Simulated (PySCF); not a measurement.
## Tl(77+) (thallium, charge +77): Hartree-Fock from Schrödinger to Dirac-Coulomb-Breit

Occupied: 1s1/2, 2s1/2. Hartree-Fock calculated with PySCF 2.14 in an uncontracted even-tempered set (18 s from 22 bohr⁻², ratio 2.3; 15 p from 27 bohr⁻², ratio 2.3), Gaussian nucleus throughout. NR is non-relativistic, sf-X2C the spin-free one-electron X2C Hamiltonian, X2C adds the bare one-electron spin-orbit term, X2C-SNSO screens it by Boettger's factors, DC is four-component Dirac-Coulomb, and the Gaunt and Breit terms are added at first order (total energies over the DC spinors, levels after relaxing the spinors in that mean field). QED terms are absent. Levels marked empty are virtual spinors of this ion.

```tsv
Hamiltonian	E (hartree)	E − E(DC) (hartree)	CPU seconds
NR	-8074.1159	896.7977	0.52
sf-X2C	-8965.7387	5.1749	0.32
X2C	-8965.7387	5.1749	0.32
X2C-SNSO	-8965.7387	5.1749	0.32
DC	-8970.9135	0.0000	6.7
DC+Gaunt	-8961.0325	9.8811	11
DC+Breit	-8961.2545	9.6591	94
```

```
   level (eV)        NR    sf-X2C       X2C  X2C-SNSO        DC  DC+Gaunt  DC+Breit
        1s1/2  -87024.8  -96012.6  -96012.6  -96012.6  -96135.9  -95899.4  -95902.2
        2s1/2  -21119.9  -23890.2  -23890.2  -23890.2  -23906.0  -23876.7  -23879.7
2p1/2 (empty)  -20657.9  -21660.4  -23333.1  -23282.3  -23301.4  -23248.3  -23255.0
2p3/2 (empty)  -20657.9  -21660.4  -21029.5  -21043.9  -21047.3  -21019.9  -21026.7
3s1/2 (empty)   -9148.2  -10081.7  -10081.7  -10081.7  -10086.0  -10077.9  -10079.1
```

```csv
interval (eV),X2C,X2C-SNSO,DC,DC+Gaunt,DC+Breit
2p3/2 − 2p1/2,2304,2238,2254,2228,2228
```

Weight of the small component: 1s1/2 0.0957, 2s1/2 0.0236, 2p1/2 0.0234, 2p3/2 0.0211, 3s1/2 0.00992.

Koopmans' value for the highest occupied level at DC+Breit: 23879.7 eV, against an ionisation energy of 23850 ± 120 eV (theoretical estimate listed by NIST; NIST Atomic Spectra Database, ionization energies); the former lacks relaxation, correlation, QED and recoil.

The whole ladder took 120 s of wall time on 1 thread of Neoverse-N1 (shared host), launched as `OMP_NUM_THREADS=1 python relrun2.py TASK.json OUT` (a driver that calls PySCF for each Hamiltonian).
